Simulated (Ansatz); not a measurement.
B(OMe2)H3 (C₂H₉BO), 13 atoms. Hardware: 4 threads of Arm Neoverse V2 on a shared host.

Correlated methods freeze 4 core orbitals.

Problem. How many basis functions does each of these Ansatz runs have, and roughly what does it cost? LDA (SPW92)/def2-TZVP, charge 0 singlet, energy, from earlier orbitals; PBE0-D4/def2-TZVP, charge 1 doublet at the geometry of the charge 0 singlet, energy, from earlier orbitals; PBE-D4/def2-TZVP, charge 0 triplet at the geometry of the charge 0 singlet, energy, from earlier orbitals; PBE-D4/def2-TZVP, charge 0 singlet, energy and forces, from earlier orbitals; B3LYP-D4/6-31G, charge 0 singlet, energy; PBE-D4/def2-SVP, charge 0 singlet, relaxation, 5 steps; r2SCAN0-D4/def2-TZVP, charge 0 singlet, energy, from earlier orbitals; B2PLYP/def2-TZVP, charge 0 singlet, energy, from earlier orbitals; r2SCAN-D4/def2-TZVP, charge 1 doublet at the geometry of the charge 0 singlet, energy, from earlier orbitals; CCSD(T)/def2-TZVPP, charge 0 singlet, energy, from earlier orbitals; PBE-D4/def2-SVP, charge 0 singlet, energy, from earlier orbitals; PBE0-D4/def2-SVP, charge 1 doublet at the geometry of the charge 0 singlet, energy with a search over starts.

Solution. Other jobs shared the machine, so times can vary by a factor of up to 3. A dash marks memory too small to be measured apart from the calling script's.

```tsv
run	functions	fitting or Cholesky vectors	wall time	peak host memory (GiB)
B3LYP-D4/6-31G, charge 0 singlet, energy	54	743	0.55 s	–
PBE-D4/def2-SVP, charge 0 singlet, energy, from earlier orbitals	101	1135	0.65 s	–
LDA (SPW92)/def2-TZVP, charge 0 singlet, energy, from earlier orbitals	178	1076	1.4 s	–
r2SCAN0-D4/def2-TZVP, charge 0 singlet, energy, from earlier orbitals	178	1076	2.1 s	–
B2PLYP/def2-TZVP, charge 0 singlet, energy, from earlier orbitals	178	1244	2.3 s	–
PBE-D4/def2-TZVP, charge 0 triplet at the geometry of the charge 0 singlet, energy, from earlier orbitals	178	1076	2.7 s	–
PBE0-D4/def2-SVP, charge 1 doublet at the geometry of the charge 0 singlet, energy with a search over starts	101	1135	3 s	–
r2SCAN-D4/def2-TZVP, charge 1 doublet at the geometry of the charge 0 singlet, energy, from earlier orbitals	178	1076	5.5 s	–
PBE0-D4/def2-TZVP, charge 1 doublet at the geometry of the charge 0 singlet, energy, from earlier orbitals	178	1076	5.5 s	–
PBE-D4/def2-TZVP, charge 0 singlet, energy and forces, from earlier orbitals	178	1076	10 s	–
PBE-D4/def2-SVP, charge 0 singlet, relaxation, 5 steps	101	1135	14 s	–
CCSD(T)/def2-TZVPP, charge 0 singlet, energy, from earlier orbitals	250	1450	5 min	2.3
```
